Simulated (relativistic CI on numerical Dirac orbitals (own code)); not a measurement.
**Line list: Electric-dipole lines, Pd⁸⁺**

Method of calculation: Dirac-Coulomb-Breit CI, orbitals from a KLI potential per configuration, QED by a radiative potential, unscaled Slater integrals (own radial code, finite nucleus).

CI space (outside the closed core [Ar] 3d10): 4s²4p⁶4d², 4s²4p⁶4d4f, 4s²4p⁵4d³, 4s²4p⁶4d5s, 4s²4p⁶4d5p, 4s4p⁶4d³, 4s²4p⁶5s5p, 4s²4p⁵4d²4f, 4s²4p⁶4f5s, 4s²4p⁶4d5d, 4s²4p⁶4d6s, 4s²4p⁶4f², 4s²4p⁵4f³, 4s²4p⁶5s², 4s²4p⁵4f5s², 4s²4p⁶5p², 4s²4p⁵4f5p², 4s²4p⁶4f5p, 4s²4p⁵4f²5p. Double excitations out of closed p, d and f shells are left out; levels of such configurations are missing from the list, as are those of other unlisted configurations, and high levels can miss mixing partners.

```csv
λ vac (Å),Lower,Upper,A (s⁻¹),log gf,S velocity/length
156.97,4s²4p⁶4d² ³F3 [2],4s²4p⁵4d³ ³D°2 [168],2.90e+11,0.73,0.64
158.13,4s²4p⁶4d² ³F4 [3],4s²4p⁵4d³ ³D°3 [167],2.59e+11,0.83,0.63
159.35,4s²4p⁶4d² ¹G4 [8],4s²4p⁵4d³ ¹G°4 [171],7.59e+11,1.41,0.57
161.04,4s²4p⁶4d² ³P1 [6],4s²4p⁵4d³ ³D°2 [168],3.54e+11,0.84,0.58
161.73,4s²4p⁶4d² ¹G4 [8],4s²4p⁵4d³ ¹F°3 [170],4.39e+11,1.08,0.78
161.95,4s²4p⁶4d² ³F4 [3],4s²4p⁵4d³ ³F°4 [163],6.02e+11,1.33,0.65
162.46,4s²4p⁶4d² ³P2 [7],4s²4p⁵4d³ ³D°3 [167],3.42e+11,0.98,0.60
163.14,4s²4p⁶4d² ³F3 [2],4s²4p⁵4d³ ³D°3 [160],3.92e+11,1.04,0.67
163.31,4s²4p⁶4d² ³F2 [1],4s²4p⁵4d³ ³F°2 [156],5.72e+11,1.06,0.65
164.12,4s²4p⁶4d² ³F4 [3],4s²4p⁵4d³ ¹H°5 [161],9.27e+10,0.61,0.69
164.22,4s²4p⁶4d² ¹S0 [9],4s²4p⁵4d³ ¹P°1 [176],5.73e+11,0.84,0.60
164.52,4s²4p⁶4d² ¹D2 [5],4s²4p⁵4d³ ¹F°3 [164],1.79e+11,0.71,0.64
165.33,4s²4p⁶4d² ³P2 [7],4s²4p⁵4d³ ³P°2 [165],4.57e+11,0.97,0.73
166.11,4s²4p⁶4d² ³F3 [2],4s²4p⁵4d³ ³D°2 [154],2.19e+11,0.66,0.79
166.26,4s²4p⁶4d² ¹D2 [5],4s²4p⁵4d³ ¹D°2 [162],4.67e+11,0.99,0.71
168.71,4s²4p⁶4d² ¹D2 [5],4s²4p⁵4d³ ³D°3 [155],2.83e+11,0.93,0.70
168.74,4s²4p⁶4d² ³F4 [3],4s²4p⁵4d³ ³G°5 [153],4.90e+11,1.36,0.70
168.99,4s²4p⁶4d² ³F3 [2],4s²4p⁵4d³ ³G°4 [148],5.48e+11,1.32,0.70
169.63,4s²4p⁶4d² ¹G4 [8],4s²4p⁵4d³ ¹H°5 [161],4.60e+11,1.34,0.72
170.01,4s²4p⁶4d² ³F2 [1],4s²4p⁵4d³ ³G°3 [142],5.52e+11,1.22,0.70
```

Terms are leading LS components. Brackets give the number of a level in order of energy, since labels repeat. The list gives strong lines, with weight on those to low levels, among the lowest 200 of 1556 levels, so that lines to higher ones, which can be the strongest, are missing. Levels whose partners in the same complex of configurations lie outside the list can be far off, and so can their lines. Rates are taken at the computed energies, electric ones in the length gauge. A velocity-to-length ratio far from 1 marks an uncertain rate.

At this charge configurations can still be misplaced by up to about 7 % of their energy. Terms inside the open d or f shell come out 10 to 20 % too wide with unscaled integrals.

LS names give the leading component of a level, which can be under half, so a name can repeat, a term be missing and a line seem to break the LS rules.
